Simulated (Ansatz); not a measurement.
ZnI2⁺. Charge 1, multiplicity 2. Geometry r2SCAN-D4/def2-TZVP; atoms count from 1.

```xyz
3

Zn    0.000    0.000    0.000
I    -0.020   -0.612    2.354
I     0.020    0.613   -2.354
```

In the def2 sets I takes a core potential; there is no spin–orbit coupling. The structure comes from a short search, and lower isomers may exist.

(1) Estimate the Mulliken populations from the PBE0/def2-TZVP orbitals of Ansatz.

(2) Where does the spin sit?

(3) And the Mayer bond orders between bonded heavy atoms (over 0.3)?

## Answers

(1) 
```csv
atom,charge (e),spin (α − β),d electrons
Zn1,0.47,-0.06,10.07
I2,0.26,0.53,–
I3,0.26,0.53,–
```
Mulliken values and Mayer orders depend strongly on the basis.

(2) Summed by element: Zn -0.06, I 1.06, of 1 unpaired in all. Largest on single atoms: I3 0.53, I2 0.53, Zn1 -0.06.

(3) Zn1–I2 1.09 (2.43 Å); Zn1–I3 1.09 (2.43 Å). Values over 0.3 also appear between atoms too far apart for a bond (I2–I3 0.48 at 4.86 Å); they arise where an orbital or an unpaired electron spreads over both atoms.
